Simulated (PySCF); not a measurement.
TeF₄, SMILES F[Te](F)(F)F.

Geometry: PBE0-D3(BJ)/def2-SVP. A frequency run showed that this geometry is not a minimum. The isomer is the one that the SMILES or the coordinates give; other isomers of the formula were not compared. The def2 effective core potentials stand for the cores of Te; spin–orbit coupling is left out.

These are M06-2X/def2-TZVP (PySCF) values and carry that method's errors.

Isolated molecule, no solvent.

```yaml
total_energy: -667.39280 hartree
point_group: C4v
highest_occupied_level: -12.35 eV
lowest_empty_level: -1.36 eV
orbital_gap: 10.98 eV
dipole_moment: 3.70 D
quadrupole, principal values (traceless, Buckingham form, about the centre of nuclear charge): -4.35, -4.35, 8.70 D·Å
mean_static_polarisability: 34.4 bohr³ (5.09 Å³)
polarisability_principal_values: 26.8, 38.1, 38.1 bohr³
```
